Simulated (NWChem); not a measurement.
System: C4H6S; SMILES C1=CSCC1

The following NWChem deck was run.

```
start job
memory heap 200 mb stack 900 mb global 1100 mb
geometry units angstroms
  C      0.880046    -1.176853     0.104800
  C      1.265589     0.102135     0.022949
  S     -0.032572     1.256993    -0.252360
  C     -1.272972    -0.045065     0.113707
  C     -0.589720    -1.392884    -0.131748
  H      1.580775    -2.002903     0.244861
  H      2.290846     0.472326     0.087952
  H     -1.566814     0.063016     1.169902
  H     -2.160305     0.115742    -0.513496
  H     -0.746436    -1.729893    -1.174987
  H     -1.020491    -2.172171     0.517425
end
basis spherical
  * library sto-3g
end
dft
  xc hfexch
  iterations 150
end
driver
  maxiter 120
end
task dft optimize
task dft freq
```

Excerpt of the output:

```
             Northwest Computational Chemistry Package (NWChem) 7.3.0
             --------------------------------------------------------

 C1  symmetry detected

                             Geometry "geometry" -> ""
                             -------------------------

 Output coordinates in angstroms (scale by  1.889725989 to convert to a.u.)

  No.       Tag          Charge          X              Y              Z
 ---- ---------------- ---------- -------------- -------------- --------------
    1 C                    6.0000     0.86656642    -1.20046719     0.05186582
    2 C                    6.0000     1.27855217     0.07265743     0.07583925
    3 S                   16.0000     0.00169910     1.27342697    -0.07420328
    4 C                    6.0000    -1.26087539    -0.03034732     0.19788217
    5 C                    6.0000    -0.61109052    -1.36489703    -0.17689003
    6 H                    1.0000     1.55124358    -2.04971580     0.10655408
    7 H                    1.0000     2.31252584     0.41476689     0.15507470
    8 H                    1.0000    -1.53567279    -0.00981713     1.26448303
    9 H                    1.0000    -2.15423256     0.20310728    -0.39710881
   10 H                    1.0000    -0.79147313    -1.60540230    -1.24277085
   11 H                    1.0000    -1.04849259    -2.18944584     0.40883700

 Effective nuclear repulsion energy (a.u.)     216.9021845520

                                Z-matrix (autoz)
                                --------

 Units are Angstrom for bonds and degrees for angles

[...]

      ----------------------
      Optimization converged
      ----------------------

  Step       Energy      Delta E   Gmax     Grms     Xrms     Xmax
  ---- ---------------- -------- -------- -------- -------- --------
@   13    -546.28067292 -6.1D-08  0.00001  0.00000  0.00060  0.00152
                                     ok       ok       ok       ok

                                Z-matrix (autoz)
                                --------

 Units are Angstrom for bonds and degrees for angles

[...]

 Rotational Constants
 --------------------
 A=   0.228301 cm-1  (  0.328467 K)
 B=   0.156773 cm-1  (  0.225557 K)
 C=   0.096221 cm-1  (  0.138438 K)

 Temperature                      =   298.15K
 frequency scaling parameter      =   1.0000

 Zero-Point correction to Energy  =   67.202 kcal/mol  (  0.107094 au)
 Thermal correction to Energy     =   69.983 kcal/mol  (  0.111525 au)
 Thermal correction to Enthalpy   =   70.575 kcal/mol  (  0.112469 au)

 Total Entropy                    =   71.408 cal/mol-K
   - Translational                =   39.252 cal/mol-K (mol. weight =  86.0190)
   - Rotational                   =   25.641 cal/mol-K (symmetry #  =        1)
   - Vibrational                  =    6.516 cal/mol-K

 Cv (constant volume heat capacity) =   14.233 cal/mol-K
   - Translational                  =    2.979 cal/mol-K
   - Rotational                     =    2.979 cal/mol-K
   - Vibrational                    =    8.274 cal/mol-K

[normal modes left out]

 ----------------------------------------------------------------------------
 Normal Eigenvalue ||           Projected Infra Red Intensities
  Mode   [cm**-1]  || [atomic units] [(debye/angs)**2] [(KM/mol)] [arbitrary]
 ------ ---------- || -------------- ----------------- ---------- -----------
    1       -0.000 ||    0.000086           0.002         0.084       0.308
    2       -0.000 ||    0.000049           0.001         0.048       0.176
    3        0.000 ||    0.000150           0.003         0.147       0.537
    4        0.000 ||    0.000001           0.000         0.001       0.002
    5        0.000 ||    0.000023           0.001         0.022       0.080
    6        0.000 ||    0.000058           0.001         0.056       0.207
    7       63.758 ||    0.000130           0.003         0.126       0.463
    8      452.563 ||    0.001825           0.042         1.779       6.520
    9      633.381 ||    0.001603           0.037         1.563       5.727
   10      817.368 ||    0.000679           0.016         0.662       2.427
   11      829.917 ||    0.014528           0.335        14.162      51.902
   12      938.700 ||    0.004862           0.112         4.739      17.369
   13      945.897 ||    0.000606           0.014         0.591       2.166
   14      984.703 ||    0.006434           0.148         6.272      22.987
   15     1085.356 ||    0.000321           0.007         0.313       1.146
   16     1162.796 ||    0.000292           0.007         0.284       1.042
   17     1196.419 ||    0.000068           0.002         0.067       0.244
   18     1224.234 ||    0.002445           0.056         2.384       8.736
   19     1312.284 ||    0.000300           0.007         0.293       1.073
   20     1374.157 ||    0.000756           0.017         0.737       2.701
   21     1489.607 ||    0.000000           0.000         0.000       0.001
   22     1529.194 ||    0.009488           0.219         9.250      33.898
   23     1589.686 ||    0.001918           0.044         1.870       6.853
   24     1635.872 ||    0.000254           0.006         0.248       0.909
   25     1822.699 ||    0.000755           0.017         0.736       2.697
   26     1847.238 ||    0.000839           0.019         0.817       2.996
   27     2022.263 ||    0.005227           0.121         5.096      18.676
   28     3591.600 ||    0.003836           0.089         3.740      13.706
   29     3602.569 ||    0.002603           0.060         2.537       9.298
   30     3700.672 ||    0.000995           0.023         0.970       3.553
   31     3713.167 ||    0.026952           0.622        26.274      96.290
   32     3716.248 ||    0.003639           0.084         3.548      13.002
   33     3748.817 ||    0.000646           0.015         0.629       2.306
 ----------------------------------------------------------------------------
```

Level: Hartree-Fock/STO-3G.
